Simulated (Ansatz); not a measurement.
Rb₄⁺. Charge 1, multiplicity 2. Geometry r2SCAN/def2-TZVP; atoms count from 1.

```xyz
4

Rb    0.893   -0.900    1.921
Rb   -3.827   -2.311    0.640
Rb    3.829    2.312   -0.622
Rb   -0.895    0.899   -1.939
```

In the def2 sets Rb takes a core potential; there is no spin–orbit coupling. The structure comes from a short search, and lower isomers may exist.

**Question.** Estimate the Mulliken populations from the PBE0/def2-TZVP orbitals of Ansatz.

**Answer.** 
```csv
atom,charge (e),spin (α − β)
Rb1,0.29,-0.08
Rb2,0.21,0.58
Rb3,0.21,0.58
Rb4,0.29,-0.08
```
Mulliken values and Mayer orders depend strongly on the basis.

**Question.** Where does the spin sit?

**Answer.** Summed by element: Rb 1.00, of 1 unpaired in all. Largest on single atoms: Rb3 0.58, Rb2 0.58, Rb4 -0.08.

**Question.** And the Mayer bond orders between bonded heavy atoms (over 0.3)?

**Answer.** Rb1–Rb4 0.43 (4.62 Å).
